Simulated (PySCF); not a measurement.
CHN, charge +1, doublet, at the geometry optimised at the base level (a state made from the parent by changing its charge; the spin is typed, not shown lowest), atoms displaced at random by about 0.05 Å a coordinate; HF/cc-pVDZ, frequencies in PySCF.

Input for PySCF:
```python
from pyscf import gto, scf
from pyscf.hessian import thermo

mol = gto.Mole()
mol.atom = '''
    C     0.09373496   -0.04973139    0.48782094
    N    -0.07145204    0.08985047   -0.74235272
    H     0.06616646    0.04904286    1.68273255
'''
mol.basis = 'cc-pvdz'
mol.charge = 1
mol.spin = 1
mol.verbose = 3
mol.build()

mf = scf.UHF(mol)
mf.kernel()
hess = mf.Hessian().kernel()
freq = thermo.harmonic_analysis(mf.mol, hess)
thermo.dump_normal_mode(mf.mol, freq)
th = thermo.thermo(mf, freq['freq_au'], 298.15, 101325)
thermo.dump_thermo(mf.mol, th)
```

The log (banner, timings and long lists left out):

```
SCF not converged.
SCF energy = -92.4295102069822 after 50 cycles  <S^2> = 0.78502243  2S+1 = 2.034721
Mode                                 0                   1                   2
Irrep
Freq [cm^-1]                     -532.7203           1076.5271           2397.9997
Reduced mass [au]                   6.0965              1.4479              1.0864
Force const [Dyne/A]               -1.0194              0.9887              3.6808
Char temp [K]                       0.0000           1548.8828           3450.1877
Normal mode                   x     y     z       x     y     z       x     y     z
       0   C                -0.05  0.06 -0.18    0.07 -0.09 -0.07    0.00 -0.01 -0.08
       1   N                 0.03 -0.03  0.17   -0.03  0.04  0.07    0.00 -0.00  0.00
       2   H                 0.16 -0.21 -0.16   -0.51  0.62 -0.14   -0.02  0.07  0.95
temperature 298.1500 [K]
pressure 101325.00 [Pa]
Rotational constants [GHz] 7876.23937 37.78530 37.60489
Symmetry number 1
Zero-point energy (ZPE) 0.00792 [Eh]   20782.285 [J/mol]
                           tot       elec      trans        rot        vib
Entropy [J/mol/K]       214.601      5.763    149.862     58.688      0.288
Cv [J/mol/K]             26.212      0.000     12.472     12.472      1.268
Cp [J/mol/K]             34.526      0.000     20.786     12.472      1.268
Internal energy [J/mol]                      3718.434   3718.434  20854.355
Internal energy [Eh]   -92.41873  -92.42951
Enthalpy [J/mol]                             6197.391   3718.434  20854.355
Enthalpy [Eh]          -92.41779
Gibbs free energy [J/mol]                  -38484.108 -13779.272  20768.480
Gibbs free energy [Eh] -92.44216
```

The run did not converge; its last values are not results.
